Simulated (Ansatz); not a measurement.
HfO3H2. Charge 0, multiplicity 1. Geometry B3LYP-D4/def2-TZVP, basis def2-TZVP, Ansatz.

Cartesian coordinates in Å:
```
Hf 0.0398 0.7297 -0.3783
O 0.3575 1.0761 -2.0786
O 0.5900 -1.1939 0.1081
O -0.8822 -1.2071 0.3507
H 0.8304 2.0543 0.7129
H -0.9355 -1.4591 1.2853
```

```csv
run,HOMO (eV),LUMO (eV)
A,-6.55,-3.37
B,-6.82,-3.03
C,-10.44,-0.61
D,-6.88,-3.24
E,-7.94,-2.54
```

In the def2 sets Hf takes a core potential; there is no spin–orbit coupling. The structure holds one bond between oxygen atoms, so isomers without such links may lie far lower. No other spin state of charge 0 was run. Another isomer (singlet) lies 1.34 eV lower at PBE0-D4/def2-TZVP; other spin states weren't run for this one.

Question: The runs used B97M-V, PBE, PBE0, r2SCAN, ωB97X-V. Estimate which is which.

Answer: A PBE (0 % exact exchange); B r2SCAN (0 % exact exchange); C ωB97X-V (range-separated); D B97M-V (0 % exact exchange); E PBE0 (25 % exact exchange). Exact exchange lowers occupied and raises empty levels; among semilocal functionals meta-GGAs tend to open the gap a little, and such runs are hard to tell apart. The gap grows from 3.18 eV (PBE) to 9.83 eV (ωB97X-V).
